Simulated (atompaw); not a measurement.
# Before and after: PAW (atompaw) potential for selenium (Se)

| Property | Result |
| --- | --- |
| Element | Se (Z = 34) |
| Generator | atompaw 4.2.0.5 |
| Type | PAW |
| Functional | PBEsol |
| Relativity | scalar-relativistic |
| Frozen core | [Ar] 3d10 |
| Valence charge | 6 |
| Reference configuration | 4s2 4p4 |
| Partial waves | 4s (bound): rc 1.40 bohr; 4s channel at 2.35 Ry: rc 1.40 bohr; 4p (bound): rc 1.40 bohr; 4p channel at 0.15 Ry: rc 1.35 bohr; 4d channel at 0.15 Ry: rc 1.40 bohr; 4d channel at 2.45 Ry: rc 1.40 bohr |
| Local potential | troulliermartins scheme with l = 3 at 0 Ry, radius 1.05 bohr |
| Core correction | smooth core density matched at 1.25 bohr |
| Augmentation charge | besselshape compensation charge, radius 1.10 bohr; PAW radius 1.40 bohr; waves and projectors: custom polynom vanderbiltortho |

Change: local potential vpsmatchnc scheme with l = 3 at 0 Ry, radius 1.05 bohr.

Cutoffs: the cutoffs (Ry, on a coarse ladder) from which the occupation-weighted sum of valence levels, in a spherical-Bessel basis at the reference potential, stays within 10 and 1 mRy of its value at 400 Ry; they do not see the model core or the augmentation charge, which bear on the density cutoff.

**Question.** What does the change do?

**Answer.** The potential gets neither clearly harder nor softer (35 Ry and 50 Ry → 35 Ry and 45 Ry); the bound ghosts move from d, s to d, p, s; the range in which the p phases agree widens (upper end 1.6 → 4.3). A state that the projectors do not describe sees the local part alone, so a deeper or shallower local part can create or remove a ghost.

| quantity | base | changed |
| --- | --- | --- |
| cutoff, loose | 35 Ry | 35 Ry |
| cutoff, tight | 50 Ry | 45 Ry |
| bound ghosts | s, d | s, p, d |
| s: phases at 1.40 bohr within 0.05 rad from the reference energy up to (Ry; the scan ends near 5) | to the end of the scan | to the end of the scan |
| p: phases at 1.40 bohr within 0.05 rad from the reference energy up to (Ry; the scan ends near 5) | 1.6 | 4.3 |
| d: phases at 1.40 bohr within 0.05 rad from the reference energy up to (Ry; the scan ends near 5) | to the end of the scan | to the end of the scan |
| lowest overlap eigenvalue by channel | s 0.24, p 1.00, d 0.91 | s 0.24, p 1.00, d 0.91 |

 A true bound ghost makes a file unfit for plane-wave use even where its test errors are small: the radial tests pick states by their node count and pass the ghost by. The cutoffs see the waves, projectors and local potential, not the compensation charge or the core.
